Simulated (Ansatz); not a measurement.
Reaction (substitution at a C–Ge bond): `O=[C]([SiH3])[GeH2][F]` + `[SiH3]S` → `O=C([SiH3])S[SiH3]` + `[F][GeH3]`

Calculated with Ansatz (gas phase, PBE0-D4/def2-TZVP geometries, no zero-point term in ΔE). CBS: MP2 limit from def2 TZ/QZ plus the TZ coupled-cluster correction, frozen cores. For Ge outer-core shells are correlated without core-valence functions, which leaves a few kJ/mol of doubt a bond. Scalar relativity is left out up to krypton. One conformer a species, not always the lowest.

```tsv
species	MP2/def2-QZVPP energy (Eh)
`O=[C]([SiH3])[GeH2][F]`	-2580.88378
`[SiH3]S`	-689.19666
`O=C([SiH3])S[SiH3]`	-1092.61914
`[F][GeH3]`	-2177.47795
```

Q: Work out ΔE.

A: ΔE = (-1092.61914) + (-2177.47795) − (-2580.88378) − (-689.19666) = -0.01665 Eh = -43.7 kJ/mol. CCSD(T)/CBS gives -35.2 kJ/mol.

Largest T1 diagnostic among the species: 0.017.

In def2-TZVPP, CCSD(T) changes the Hartree–Fock value by −9.9 kJ/mol (the triples alone add −5.7 kJ/mol) and MP2 by −18.4 kJ/mol. The D4 term adds −4.8 kJ/mol with B3LYP and −2.5 kJ/mol with PBE0; it sums over pairs of atoms, weighted by their polarisabilities, and B3LYP, whose exchange is more repulsive, gets the larger term.

B3LYP here is the variant with VWN-RPA as its local correlation; programs differ in this.
